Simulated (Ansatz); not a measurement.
```yaml
crystal:
  periodic: [false, false, false]
  atoms:
    - {symbol: C, position_ang: [0.786911, 0.535067, 1.116899]}
    - {symbol: C, position_ang: [-0.133252, -0.318561, 0.676416]}
    - {symbol: Ga, position_ang: [-0.626258, -0.347728, -1.187178]}
    - {symbol: Cl, position_ang: [-2.087914, -1.657252, -2.020156]}
    - {symbol: Cl, position_ang: [0.304160, 0.986292, -2.573261]}
    - {symbol: H, position_ang: [1.081115, 0.570826, 2.163085]}
    - {symbol: H, position_ang: [1.287513, 1.235856, 0.454697]}
    - {symbol: H, position_ang: [-0.612285, -1.004500, 1.369497]}
basis:
  gaussian: {orbitals: aug-pcseg-2}
magnetization: {spin_polarized: true, initial_magnetization: 1}
hamiltonian: {xc: {name: BLYP}, dispersion: d4}
```

```sh
$ ansatz run in.yaml --threads 4 --pin off --events-out ev --progress --plain --max-ram 10444MiB
```

Shortened log:

```
Error: a molecule whose nuclei and cores have a total charge of 80 cannot have a net charge of 0 together with 1 unpaired electrons
```

Task: What is wrong with this run?

Result: The number of unpaired electrons doesn't fit the electron count. The program refused the input.
